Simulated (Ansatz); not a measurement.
C₄H₁₃GeNO₃, SMILES `C[NH][Ge]([O]C)([O]C)[O]C`, relaxed with RKS PBE0-D4/def2-TZVP in the Gaussian-basis code of Ansatz from a PBE-D4/def2-SVP geometry. The force threshold is 0.005 eV/Å; the program also tests the step.

The species carries charge 0 and has multiplicity 1.

Start:

```xyz
22

C    -0.329   -0.436   -2.552
N    -0.820    0.401   -1.468
Ge   -0.276    0.274    0.260
O    -1.432   -0.455    1.416
C    -1.991   -1.715    1.085
O    -0.022    1.862    1.031
C     0.795    2.806    0.353
O     1.238   -0.681    0.151
C     1.970   -0.920    1.345
H    -0.194    0.152   -3.488
H     0.661   -0.849   -2.275
H    -0.993   -1.301   -2.790
H    -1.743    0.815   -1.618
H    -2.434   -1.735    0.061
H    -2.802   -1.934    1.810
H    -1.245   -2.543    1.143
H     0.531    2.900   -0.726
H     1.879    2.550    0.416
H     0.649    3.795    0.836
H     2.857   -1.535    1.087
H     2.328    0.023    1.819
H     1.373   -1.473    2.106
```

**Question.** How much energy does the relaxation release, and in how many steps? (Estimate.)

**Answer.** Ansatz gave: 11.58 kJ/mol, in 11 steps.

**Question.** Which bonds change most? (An estimate is asked.)

**Answer.** Computed: Ge3–O6 from 1.783 to 1.756 Å; Ge3–O8 from 1.793 to 1.766 Å; Ge3–O4 from 1.790 to 1.764 Å; C7–H18 from 1.116 to 1.096 Å.

**Question.** Give the relaxed structure. (Best estimate.)

**Answer.** Ansatz gave: 
```xyz
22

C    -0.404   -0.519   -2.513
N    -0.765    0.455   -1.501
Ge   -0.263    0.321    0.225
O    -1.393   -0.447    1.340
C    -1.899   -1.718    1.003
O    -0.071    1.895    0.979
C     0.819    2.821    0.393
O     1.247   -0.592    0.159
C     1.913   -0.894    1.367
H    -0.319   -0.036   -3.492
H     0.569   -0.946   -2.272
H    -1.120   -1.346   -2.603
H    -1.653    0.905   -1.659
H    -2.433   -1.710    0.045
H    -2.604   -2.015    1.783
H    -1.108   -2.477    0.948
H     0.629    2.955   -0.678
H     1.864    2.517    0.521
H     0.676    3.781    0.894
H     2.772   -1.524    1.127
H     2.276    0.010    1.869
H     1.268   -1.436    2.067
```
